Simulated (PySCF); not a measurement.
C₄H₆OSSi.
Bonds: O1–C2 (double), C2–C3, C3–S4, S4–C5, C5–C6 (double), C6–Si7, C2–C6. Hydrogens: H8, H9 on C3; H10 on C5; H11, H12, H13 on Si7.

Definitions: NICS(0) = −σiso at the ring centroid; NICS(1) = −σiso and NICS(1)zz = −σzz at ±1 Å along the ring normal z. Level: GIAO PBE0/pcSseg-1 (PySCF, non-relativistic, gas phase) on the GFN2-xTB geometry, one conformer.

Ring bond lengths (Å), with Mayer bond orders in brackets: C2–C3 1.529 (0.98), C3–S4 1.806 (0.98), S4–C5 1.728 (1.14), C5–C6 1.344 (1.63), C6–C2 1.449 (1.03).

Question: What do the NICS probes read (ppm)?

Answer: 
| ring | type | NICS(0) | NICS(1), two faces | NICS(1)zz, two faces | rms pucker (Å) | centre to ring atoms, mean (Å) |
| --- | --- | --- | --- | --- | --- | --- |
| C2–C3–S4–C5–C6 | 5-membered ring with S; formal bonds 1 double, 4 single | -1.6 | -3.7 / -3.7 | -5.0 / -5.0 | 0.00 | 1.33 |

Question: What can be read from them?

Answer: 
- C2–C3–S4–C5–C6: mean NICS(1)zz -5.0 ppm, shielded. C3 has four or more neighbours, and the NICS criterion for π rings isn't applied.

Question: At the second NICS(1) probe listed for ring C2–C3–S4–C5–C6, 1 Å off the ring, what do the in-plane components average?

Answer: The isotropic value is a third of the trace: (3 × -3.7 − (-5.0))/2 = -3.1 ppm.

Question: List the ring angles and the Hirshfeld charges of the ring atoms.

Answer: 
- C2–C3–S4–C5–C6: C2 111.0° (+0.139 e), C3 107.7° (-0.077 e), S4 91.5° (+0.060 e), C5 116.7° (-0.029 e), C6 113.1° (-0.134 e); sum 540.0° against 540° for a flat convex ring.

Question: What are the shieldings of the ring atoms and their hydrogens in the same run (means over atoms taken as equivalent)?

Answer: 
```csv
atoms,environment,σ isotropic (ppm),"principal values of the symmetric part, first atom (ppm)"
C2,ketone carbonyl carbon,-20.4,"-96.3, -14.9, 50.0"
C3,sp3 carbon bound to sulfur,144.1,"132.3, 136.2, 163.8"
S4,sulfide sulfur,402.4,"219.5, 408.1, 579.4"
C5,alkene CH carbon,5.3,"-118.6, -1.2, 135.7"
C6,fully substituted alkene carbon,55.6,"-20.1, 32.3, 154.7"
H8 (×2),methylene hydrogen,28.28,"23.5, 26.8, 34.6"
H10,vinylic hydrogen,23.31,"20.2, 22.4, 27.3"
```
